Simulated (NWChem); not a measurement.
System meant: CH3FFeO, quintet; SMILES C[O][Fe][F]

Here is an NWChem input.

```
start job
memory heap 200 mb stack 900 mb global 1100 mb
geometry units angstroms noautoz
  Fe    -0.519951     0.247782     0.168006
  F     -1.766149     0.907679     1.208392
  O      0.739393    -0.435150    -0.833879
  C      1.500518    -0.636024    -1.959234
  H      1.757126     0.312562    -2.472841
  H      2.457059    -1.136715    -1.712943
  H      0.985497    -1.276963    -2.702771
end
basis spherical
  * library def2-svp
end
dft
  odft
  mult 6
  xc pbe0
  iterations 150
  mulliken
end
task dft energy
```

End of the output:

```
                                 NWChem DFT Module
                                 -----------------

 Summary of "ao basis" -> "ao basis" (spherical)
 ------------------------------------------------------------------------------
       Tag                 Description            Shells   Functions and Types
 ---------------- ------------------------------  ------  ---------------------
 Fe                         def2-svp                11       31   5s3p2d1f
 F                          def2-svp                 6       14   3s2p1d
 O                          def2-svp                 6       14   3s2p1d
 C                          def2-svp                 6       14   3s2p1d
 H                          def2-svp                 3        5   2s1p

 Summary of "ao basis" -> "ao basis" (spherical)
 ------------------------------------------------------------------------------
       Tag                 Description            Shells   Functions and Types
 ---------------- ------------------------------  ------  ---------------------
 Fe                         def2-svp                11       31   5s3p2d1f
 F                          def2-svp                 6       14   3s2p1d
 O                          def2-svp                 6       14   3s2p1d
 C                          def2-svp                 6       14   3s2p1d
 H                          def2-svp                 3        5   2s1p

  number of electrons :                   52
  multiplicity        :                    6
 ------------------------------------------------------------------------
  no. of electrons and multiplicity not compatible                  52
 ------------------------------------------------------------------------
 ------------------------------------------------------------------------
  current input line :
    22: task dft energy
 ------------------------------------------------------------------------
 ------------------------------------------------------------------------
 There is an error in the input file
 ------------------------------------------------------------------------
 For more information see the NWChem manual at https://nwchemgit.github.io

0: no. of electrons and multiplicity not compatible:Received an Error in Communication
```

Task: What is wrong, and how is it mended?

Result: The program refused the input. Cause: the multiplicity doesn't fit the number of electrons (an even count wants an odd multiplicity, and the reverse). This input runs:
```
start job
memory heap 200 mb stack 900 mb global 1100 mb
geometry units angstroms noautoz
  Fe    -0.519951     0.247782     0.168006
  F     -1.766149     0.907679     1.208392
  O      0.739393    -0.435150    -0.833879
  C      1.500518    -0.636024    -1.959234
  H      1.757126     0.312562    -2.472841
  H      2.457059    -1.136715    -1.712943
  H      0.985497    -1.276963    -2.702771
end
basis spherical
  * library def2-svp
end
dft
  odft
  mult 5
  xc pbe0
  iterations 150
  mulliken
end
task dft energy
```
It converges to -1477.95673 Ha (PBE0/def2-SVP, spin-unrestricted).
